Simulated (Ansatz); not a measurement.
F₃Fe, quartet, at a GFN2-xTB geometry of the parent state (such geometries of metal compounds can be far from the true shape) (another spin typed on purpose, not shown lowest); HF/STO-3G run with Ansatz (a quantum-chemistry and plane-wave program).

Here is a job for Ansatz.
Ansatz 0.2 input:
```yaml
crystal:
  periodic: [false, false, false]
  atoms:
    - {symbol: Fe, position_ang: [0.08472023, -0.13889331, -0.36181054]}
    - {symbol: F, position_ang: [-1.48361108, -0.75442295, 0.36107140]}
    - {symbol: F, position_ang: [-0.08592716, 1.68288156, -0.24729449]}
    - {symbol: F, position_ang: [1.32479091, -0.52721126, 0.93145355]}
basis:
  gaussian:
    orbitals: STO-3G
hamiltonian:
  xc: hf
magnetization: {spin_polarized: false, initial_magnetization: 3}
```

The log (banner, timings and long lists left out):

```
Functional definition: HF
466 factors; integrals over basis functions are off by at most 4.7e-4 eV
mean field evaluation 1: about -41910.5812 eV, gradient 1.0e2 eV
mean field evaluation 2: about -41910.9989 eV, gradient 1.0e2 eV
mean field evaluation 4: about -41966.7674 eV, gradient 4.0e1 eV
mean field evaluation 8: about -41976.8845 eV, gradient 1.6e1 eV
mean field evaluation 16: about -41981.7682 eV, gradient 1.2e1 eV
mean field evaluation 32: about -41960.9440 eV, gradient 4.0e1 eV
mean field evaluation 64: about -41946.0845 eV, gradient 3.4e1 eV
mean field evaluation 96: about -41961.0075 eV, gradient 4.0e1 eV
mean field evaluation 128: about -41925.2646 eV, gradient 2.6e1 eV
mean field evaluation 160: about -41973.1936 eV, gradient 3.3e1 eV
mean field evaluation 192: about -41980.4705 eV, gradient 7.0e-1 eV
mean field evaluation 224: about -41984.2660 eV, gradient 1.4e0 eV
mean field evaluation 256: about -41984.3659 eV, gradient 1.0e0 eV
mean field evaluation 288: about -41984.5123 eV, gradient 9.9e-1 eV
mean field evaluation 320: about -41984.2441 eV, gradient 5.2e-1 eV
mean field evaluation 352: about -41979.4630 eV, gradient 2.5e0 eV
mean field evaluation 384: about -41972.5826 eV, gradient 2.5e1 eV
mean field evaluation 416: about -41980.2523 eV, gradient 2.6e0 eV
mean field evaluation 448: about -41973.4685 eV, gradient 2.4e1 eV
mean field evaluation 480: about -41983.6731 eV, gradient 1.0e1 eV
mean field evaluation 512: about -41981.0609 eV, gradient 1.4e1 eV
mean field evaluation 544: about -41984.8299 eV, gradient 1.9e-3 eV
a density is far from that of the atoms, so the factors are made again for it
497 factors; integrals over basis functions are off by at most 4.0e-5 eV
mean field -41984.83088161 eV, -1542.9140765587 hartree, gradient 9.2e-6 eV, S^2 3.750000; 0 other end points of the search recorded, 0 dependent functions left out
reference -41984.83088161 eV, -1542.9140765587 hartree; 28, 25 occupied and 5, 8 virtual orbitals, 497 factors
Total energy: -41984.83088161 eV, -1542.9140765587 hartree
```
